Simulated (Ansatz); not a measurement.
`[OH][In]([Br])[Br]` and `[OH][In]([F])[Br]` differ in one atom or group.

Ansatz, PBE0-D4/def2-TZVP geometries, multiplicity 1. Each molecule was computed in one conformer, which needn't be the lowest.

Elements past krypton have def2 core potentials. Scalar relativity is left out up to krypton.

```tsv
property	`[OH][In]([Br])[Br]`
LUMO energy (PBE0/def2-TZVPP) / eV	-2.63
HOMO energy (PBE/def2-TZVPP) / eV	-7.39
zero-point energy (PBE0-D4/def2-TZVP) / kJ/mol	38.5
HOMO energy (ωB97M-V/def2-TZVPP) / eV	-10.90
LUMO energy (ωB97M-V/def2-TZVPP) / eV	-0.73
size of the dipole moment (PBE/def2-TZVPP) / D	1.13
```

(1) What does the change do to each property? (An estimate is asked.)

Results:

(1) Ansatz gave: 
```
                                      property  `[OH][In]([F])[Br]`  shift
            LUMO energy (PBE0/def2-TZVPP) / eV                -2.71  -0.08
             HOMO energy (PBE/def2-TZVPP) / eV                -7.60  -0.21
zero-point energy (PBE0-D4/def2-TZVP) / kJ/mol                 41.1    2.6
         HOMO energy (ωB97M-V/def2-TZVPP) / eV               -11.18  -0.28
         LUMO energy (ωB97M-V/def2-TZVPP) / eV                -0.77  -0.04
size of the dipole moment (PBE/def2-TZVPP) / D                 2.43   1.30
```

With PBE0 the HOMO falls by 0.24 eV and the LUMO falls by 0.08 eV, so the gap widens by about 0.16 eV. PBE moves the HOMO by -0.21 eV and ωB97M-V by -0.28 eV. Dipoles are sizes alone; their direction can turn.

Spin–orbit coupling is left out; it splits and shifts lone-pair levels of the heavy atoms by tenths of an eV.
